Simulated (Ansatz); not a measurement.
F2H4SSi2, SMILES [SiH](F)(F)S[SiH3].

Geometry: TPSSh-D3(BJ)/def2-SVP. This is a generated structure with no PubChem entry under its InChIKey; it may be hypothetical. The values are those of a single conformer.

Two levels are set side by side: PBE/def2-SVPD (Ansatz, a program for electronic structure) and CAM-B3LYP/def2-SVPD (Ansatz). Energy differences of separate SCF runs at the same geometry; the states with an electron removed or added have multiplicity 2 and 2. Differences are taken from unrounded values.

```json
[
 {"quantity": "vertical ionisation energy (eV)", "CAM-B3LYP": "10.28", "PBE": "10.00", "PBE minus CAM-B3LYP": "-0.28"},
 {"quantity": "vertical singlet–triplet gap (eV)", "CAM-B3LYP": "5.99", "PBE": "5.46", "PBE minus CAM-B3LYP": "-0.54"}
]
```
